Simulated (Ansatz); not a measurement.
Reaction (ligand exchange at the Si–S bond): `F[SiH](F)S[SiH2]Cl` + `[OH][GeH3]` → `F[SiH](F)[O][GeH3]` + `S[SiH2]Cl`

Program: Ansatz. Geometries: PBE0-D4/def2-TZVP. ΔE: electronic, gas phase. CCSD(T)/CBS adds triple-zeta CCSD(T) − MP2 to the extrapolated MP2 energy (def2 sets, frozen cores). For Ge outer-core shells are correlated without core-valence functions, which leaves a few kJ/mol of doubt a bond. Scalar relativity is left out up to krypton. Each species was taken in one conformer, which may not be the lowest.

| species | CCSD(T)/CBS(def2) energy (Eh) |
| --- | --- |
| `F[SiH](F)S[SiH2]Cl` | -1637.34667 |
| `[OH][GeH3]` | -2153.69723 |
| `F[SiH](F)[O][GeH3]` | -2642.56423 |
| `S[SiH2]Cl` | -1148.50980 |

Work out ΔE.

ΔE = (-2642.56423) + (-1148.50980) − (-1637.34667) − (-2153.69723) = -0.03013 Eh = -18.9 kcal/mol.

Largest T1 diagnostic among the species: 0.012.

In def2-TZVPP, CCSD(T) changes the Hartree–Fock value by +5.3 kcal/mol (the triples alone add +1.1 kcal/mol) and MP2 by +6.3 kcal/mol. From PBE to PBE0 (25 % exact exchange), in def2-TZVPP and without D4, ΔE moves by −1.6 kcal/mol. At CCSD(T), def2-SVP lies −0.9 kcal/mol from the extrapolated value and def2-TZVPP −1.0 kcal/mol.
